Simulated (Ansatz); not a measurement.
Calculation: frozen-core CCSD(T)/cc-pVQZ // PBE0-D3(BJ)/def2-TZVP run with Ansatz (a quantum-chemistry and plane-wave program).

Ansatz 0.2 input:
```yaml
crystal:
  periodic: [false, false, false]
  atoms:
    - { symbol: B, position_ang: [0.899697, -0.079088, -0.205785] }
    - { symbol: C, position_ang: [-0.394973, -0.512459, -0.742029] }
    - { symbol: C, position_ang: [-0.386406, 0.581142, 0.042349] }
    - { symbol: H, position_ang: [2.069752, -0.181942, -0.07517] }
    - { symbol: H, position_ang: [-1.10351, -1.1131, -1.295705] }
    - { symbol: H, position_ang: [-1.084566, 1.305443, 0.438977] }
basis:
  gaussian: { orbitals: cc-pVQZ }
correlation:
  method: ccsd_t
```

Output:

```
Functional definition: HF
1491 factors; integrals over basis functions are off by at most 8.2e-4 eV
mean field evaluation 1: about -2777.1962 eV, gradient 2.9e1 eV
mean field evaluation 2: about -2777.1972 eV, gradient 2.9e1 eV
mean field evaluation 4: about -2779.4735 eV, gradient 2.6e0 eV
mean field evaluation 8: about -2779.4976 eV, gradient 8.1e-2 eV
mean field evaluation 16: about -2779.4965 eV, gradient 3.4e-1 eV
mean field -2779.49762835 eV, -102.1446538307 hartree, gradient 2.3e-6 eV, S^2 0.000000; 0 other end points of the search recorded, 0 dependent functions left out
3 core orbitals not correlated
reference -2779.49762835 eV, -102.1446538307 hartree; 7, 7 occupied and 245, 245 virtual orbitals, 1491 factors
second order -11.60368840 eV of doubles, -0.00000000 eV of singles
cycle   1  -11.71568342 eV  change   -1.1e-1 eV  update   6.9e-2
cycle   2  -12.01841853 eV  change   -3.0e-1 eV  update   2.0e-2
cycle   3  -12.06312043 eV  change   -4.5e-2 eV  update   8.0e-3
cycle   4  -12.06102562 eV  change    2.1e-3 eV  update   1.8e-3
cycle   5  -12.06154325 eV  change   -5.2e-4 eV  update   6.7e-4
cycle   6  -12.06171677 eV  change   -1.7e-4 eV  update   2.2e-4
cycle   7  -12.06163620 eV  change    8.1e-5 eV  update   7.4e-5
cycle   8  -12.06165508 eV  change   -1.9e-5 eV  update   2.4e-5
cycle   9  -12.06165685 eV  change   -1.8e-6 eV  update   5.5e-6
perturbative correction -0.59482462 eV, -0.0218594016 hartree
Total energy: -2792.15410982 eV, -102.6097709459 hartree
```

Cost: roughly 2.6 core-minutes.
